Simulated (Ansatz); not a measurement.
Geometry optimisation, Ansatz 0.2.0, UKS B3LYP-D4/cc-pVDZ.

Input:

```yaml
crystal:
  periodic: [false, false, false]
  atoms:
    - { symbol: B, position_ang: [0.0, 0.0, 0.0] }
    - { symbol: H, position_ang: [0.0, 0.0, 1.44] }
    - { symbol: F, position_ang: [1.1431, 0.0, -0.66] }
    - { symbol: F, position_ang: [-1.1431, 0.0, -0.66] }
    - { symbol: O, position_ang: [0.0, 0.0, 2.75] }
    - { symbol: H, position_ang: [-0.5144, -0.8011, 3.0871] }
magnetization:
  spin_polarized: true
  initial_magnetization: 1
basis:
  gaussian: { orbitals: cc-pVDZ }
hamiltonian:
  xc: b3lyp
  dispersion: d4
relax:
  f_tol: 0.15
  max_steps: 25
  restrain:
    - { distance: [1, 4], at: 2.21, k: 30.0 }
    - { distance: [0, 1], at: 1.19, k: 30.0 }
```

Command:

```bash
$ ansatz run input.yaml --threads 2 --pin off --max-ram 3072MiB --backend cpu --events-out ev --progress --plain --runs-dir out
```

Question: Where does it end, and by what steps?

Answer: The run converged. The restraints hold the end off the free minimum. After 6 steps the energy has fallen by 0.221 eV (the restraints' own energy left out); O5 moved furthest, 0.51 Å.

| step | energy less start (eV) | largest force component (eV/Å) | accepted |
| --- | --- | --- | --- |
| 0 | 0.0000 | 0.975 | yes |
| 1 | -0.1823 | 0.870 | yes |
| 2 | -0.1089 | 2.333 | yes |
| 3 | -0.2082 | 0.267 | yes |
| 4 | -0.2168 | 0.332 | yes |
| 5 | 0.0984 | 3.043 | no |
| 6 | -0.2214 | 0.206 | yes |

```xyz
6
Properties=species:S:1:pos:R:3
B 0.032 0.042 -0.124
H 0.088 0.168 1.062
F 1.134 -0.006 -0.864
F -1.136 -0.060 -0.753
O -0.009 -0.092 3.256
H -0.623 -0.853 3.379
```

Time of the run: 30 s on 2 threads of Arm Neoverse V1, on a shared host, peak memory 0.16 GiB.
